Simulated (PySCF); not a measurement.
**Sb⁻ (antimony, charge -1) across methods**

[Kr] 4d10 5s2 5p4, high-spin 3P determinant. Computed with PySCF 2.14 in aug-cc-pwCVDZ-PP with ECP28MDF (6s5p4d1f, 48 functions), with scalar relativity through the core potential.

```csv
method,E (hartree),mean ε 5s β (eV),mean ε 5p α (eV),mean ε 5p β (eV),Σ⟨r²⟩ (bohr²),⟨S²⟩
UHF,-239.26974,-8.923,-2.478,-0.595,84.43,2.021
PBE0,-240.2508,-6.902,-0.314,0.813,84.01,2.006
PBE,-240.2379,-5.948,0.522,1.488,85.69,2.005
r2SCAN,-240.3392,-5.925,0.275,1.384,84.14,2.012
BLYP,-240.1955,-6.006,0.743,1.539,86.84,2.005
LDA,-239.8764,-6.315,0.444,1.373,85.62,2.004
M06-L,-240.3959,-5.922,0.568,1.499,86.30,2.012
PBEsol,-239.9815,-5.988,0.521,1.506,85.31,2.005
```

Q: Estimate the same row for HSE06.

A: E (hartree) = -240.2502; mean ε 5s β (eV) = -6.599; mean ε 5p α (eV) = 0.075; mean ε 5p β (eV) = 1.143; Σ⟨r²⟩ (bohr²) = 84.35; ⟨S²⟩ = 2.005.

Energies and moments cover only the electrons outside the core potential.

The highest occupied level is positive at PBE0, PBE, r2SCAN, BLYP, LDA, M06-L, HSE06, PBEsol: only the finite basis holds that electron, which in a density functional comes from self-interaction.
